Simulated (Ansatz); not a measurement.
Z-matrix (Å, degrees):
```
Mo
Cl 1 2.300
O 1 1.822 2 86.3
F 1 1.845 2 83.8 3 -153.7
F 1 1.855 2 144.3 3 -83.3
S 1 2.073 2 106.8 3 103.3
C 3 1.397 1 140.5 2 -55.1
H 7 1.094 3 110.3 1 -65.4
H 7 1.096 3 108.6 1 54.7
H 7 1.091 3 108.6 1 174.2
```

Charge 0, multiplicity 1. Mo takes the def2 core potential.

(1) List the PBE/def2-TZVPP orbital energies in eV (Ansatz). (Estimate.)

## Answers

(1) The calculation gave: Occupied: -2739.01, -2396.50, -660.06, -660.01, -512.20, -271.22, -249.57, -209.48, -190.23, -190.13, -190.11, -155.54, -155.53, -155.49, -69.92, -44.06, -43.84, -43.65, -28.88, -28.80, -26.40, -20.11, -17.82, -17.50, -13.39, -12.51, -12.41, -11.74, -11.40, -11.07, -10.88, -10.56, -9.65, -9.39, -9.08, -8.86, -8.55, -8.40, -7.65, -7.45, -7.25. Lowest empty: -4.44, -4.01, -3.64, -2.87, -1.18, -0.37, 0.59, 0.83.
